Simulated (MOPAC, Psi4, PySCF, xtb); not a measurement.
Approach curve of the dimer H2 ··· HBr (SMILES [H][H] and Br). Monomers: optimised at B3LYP-D3(BJ) (def2-TZVP), held rigid. Orientation: lowest of the rigid-body minima from ten starts at GFN2-xTB. The monomers approach along the line of their centres of mass (distance R); nothing else relaxes.

- RMP2/3-21G = restricted MP2 (frozen core)/3-21G, no counterpoise correction (PySCF)
- PM3, restricted, heats of formation (MOPAC)
- GFN1-xTB (xtb)
- CCSD(T)/aug-cc-pVDZ = DF-CCSD(T)/aug-cc-pVDZ, frozen core, counterpoise-corrected (Psi4)

Interaction energies in kJ/mol; the last columns give the difference from CCSD(T):

| R / Å | RMP2/3-21G | PM3 | GFN1-xTB | CCSD(T)/aug-cc-pVDZ | RMP2/3-21G − CCSD(T)/aug-cc-pVDZ | PM3 − CCSD(T)/aug-cc-pVDZ | GFN1-xTB − CCSD(T)/aug-cc-pVDZ |
|---|---|---|---|---|---|---|---|
| 3.18 | 13.95 | -21.76 | 13.65 | 6.73 | 7.22 | -28.49 | 6.92 |
| 3.36 | 6.78 | -13.30 | 6.30 | 2.04 | 4.74 | -15.34 | 4.26 |
| 3.60 | 2.26 | -8.14 | 1.71 | -0.68 | 2.94 | -7.46 | 2.39 |
| 3.80 | 0.65 | -6.39 | 0.16 | -1.43 | 2.08 | -4.96 | 1.59 |
| 4.03 | -0.12 | -4.26 | -0.47 | -1.54 | 1.42 | -2.72 | 1.07 |
| 4.21 | -0.35 | -2.84 | -0.59 | -1.39 | 1.04 | -1.44 | 0.80 |
| 4.49 | -0.43 | -1.41 | -0.55 | -1.07 | 0.64 | -0.34 | 0.52 |
| 4.82 | -0.34 | -0.60 | -0.41 | -0.73 | 0.40 | 0.13 | 0.32 |
| 5.33 | -0.17 | -0.15 | -0.24 | -0.40 | 0.23 | 0.26 | 0.17 |
| 6.03 | -0.08 | -0.02 | -0.11 | -0.20 | 0.12 | 0.18 | 0.08 |
| 7.03 | -0.04 | 0.00 | -0.04 | -0.08 | 0.05 | 0.08 | 0.04 |
| 8.28 | -0.02 | 0.00 | -0.01 | -0.03 | 0.02 | 0.03 | 0.02 |

RMP2/3-21G is furthest from CCSD(T)/aug-cc-pVDZ at 3.18 (7.22 kJ/mol, above); its mean absolute difference over the points is 1.74 kJ/mol.

PM3 is furthest from CCSD(T)/aug-cc-pVDZ at 3.18 (-28.49 kJ/mol, below); its mean absolute difference over the points is 5.12 kJ/mol.

GFN1-xTB is furthest from CCSD(T)/aug-cc-pVDZ at 3.18 (6.92 kJ/mol, above); its mean absolute difference over the points is 1.51 kJ/mol.
